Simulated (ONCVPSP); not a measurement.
**Cutoff test, rubidium (Rb), ONCV**

* Element: Rb
* Generator: ONCVPSP 4.0.1
* Type: optimised norm-conserving Vanderbilt (ONCV)
* Functional: PBEsol
* Relativity: scalar-relativistic
* Frozen core: [Ar] 3d10
* Valence charge: 9
* Reference configuration: 4s2 4p6 (charge +1)
* Partial waves: 4s: rc 1.95 bohr, ncon 3, nbas 8, qcut 6 1/bohr, 2 projectors, debl 4 Ha; 4p: rc 1.65 bohr, ncon 5, nbas 10, qcut 5.4 1/bohr, 3 projectors, debl 1.6 Ha; d scattering state at 0.12 Ha: rc 1.65 bohr, ncon 4, nbas 8, qcut 6.9 1/bohr, local
* Local potential: the d channel
* Core correction: Teter function, fcfact 2.25, rcfact 1.15

For each optimised wave give the share of its norm inside rc, the residual kinetic energy above qcut (Ha) and the cutoffs (Ha) for errors of 10, 1, 0.1 and 0.01 mHa per electron.

| wave | norm inside rc | residual KE | 10 mHa | 1 mHa | 0.1 mHa | 0.01 mHa |
| --- | --- | --- | --- | --- | --- | --- |
| 4s | 0.840 | 1.8e-06 | 8.8 | 12.1 | 14.5 | 16.6 |
| s projector 2 | 0.098 | 2.2e-05 | 10.2 | 13.6 | 16.4 | 23.6 |
| 4p | 0.517 | 9.8e-04 | 5.4 | 14.6 | 94.1 | 122.2 |
| p projector 2 | 0.074 | 5.2e-04 | 4.9 | 13.0 | 26.8 | 95.1 |
| p projector 3 | 0.084 | 1.9e-03 | 8.6 | 17.2 | 74.6 | 168.4 |
| d projector 1 | 0.072 | 4.8e-06 | 5.7 | 10.2 | 15.7 | 21.7 |

The occupied waves need 15 Ha and 94 Ha for 1 and 0.1 mHa.
